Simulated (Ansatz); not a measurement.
trans-NiH2(NH3)2 (NiN₂H₈), 11 atoms. Hardware: 2 threads of Intel Xeon 6975P-C on a shared host.

Correlated methods freeze 7 core orbitals; core or outer-core shells of Ni are correlated, in sets that lack core-valence functions.

(1) How many basis functions does each of these Ansatz runs have, and roughly what does it cost? CCSD(T)/def2-TZVP, charge 0 triplet, energy, from earlier orbitals; PBE-QIDH/def2-TZVP, charge 0 triplet, energy, from earlier orbitals; HSE06-D4/def2-TZVP, charge 1 doublet at the geometry of the charge 0 singlet, energy, from earlier orbitals; BHLYP-D4/def2-TZVP, charge 0 singlet, energy, from earlier orbitals; ωB97M-V/def2-TZVP, charge 0 triplet, energy, from earlier orbitals; r2SCANh-D4/def2-TZVP, charge 0 triplet, energy, from earlier orbitals; revPBE-D4/def2-TZVP, charge 1 doublet at the geometry of the charge 0 singlet, energy, from earlier orbitals; CAM-B3LYP-D4/def2-TZVP, charge 0 singlet, energy, from earlier orbitals; ωB97M-V/def2-TZVP, charge 1 doublet at the geometry of the charge 0 singlet, energy, from earlier orbitals; HF/STO-3G, charge 0 singlet, energy, from earlier orbitals; r2SCANh-D4/def2-TZVP, charge 0 singlet, energy, from earlier orbitals; CCSD(T)/def2-TZVP, charge 1 doublet at the geometry of the charge 0 singlet, energy, from earlier orbitals.

Results:

(1) Other jobs shared the machine, so times can vary by a factor of up to 3. A dash marks memory too small to be measured apart from the calling script's.

| run | functions | wall time | peak host memory (GiB) |
| --- | --- | --- | --- |
| HF/STO-3G, charge 0 singlet, energy, from earlier orbitals | 36 | 0.25 s | – |
| BHLYP-D4/def2-TZVP, charge 0 singlet, energy, from earlier orbitals | 155 | 1.9 s | – |
| CAM-B3LYP-D4/def2-TZVP, charge 0 singlet, energy, from earlier orbitals | 155 | 2.5 s | – |
| r2SCANh-D4/def2-TZVP, charge 0 singlet, energy, from earlier orbitals | 155 | 2.9 s | – |
| revPBE-D4/def2-TZVP, charge 1 doublet at the geometry of the charge 0 singlet, energy, from earlier orbitals | 155 | 4.4 s | – |
| r2SCANh-D4/def2-TZVP, charge 0 triplet, energy, from earlier orbitals | 155 | 7.5 s | – |
| PBE-QIDH/def2-TZVP, charge 0 triplet, energy, from earlier orbitals | 155 | 7.5 s | – |
| HSE06-D4/def2-TZVP, charge 1 doublet at the geometry of the charge 0 singlet, energy, from earlier orbitals | 155 | 9.5 s | 0.67 |
| ωB97M-V/def2-TZVP, charge 0 triplet, energy, from earlier orbitals | 155 | 24 s | 0.9 |
| ωB97M-V/def2-TZVP, charge 1 doublet at the geometry of the charge 0 singlet, energy, from earlier orbitals | 155 | 32 s | 0.88 |
| CCSD(T)/def2-TZVP, charge 1 doublet at the geometry of the charge 0 singlet, energy, from earlier orbitals | 155 | 2.2 min | 3.8 |
| CCSD(T)/def2-TZVP, charge 0 triplet, energy, from earlier orbitals | 155 | 2.2 min | 3.7 |
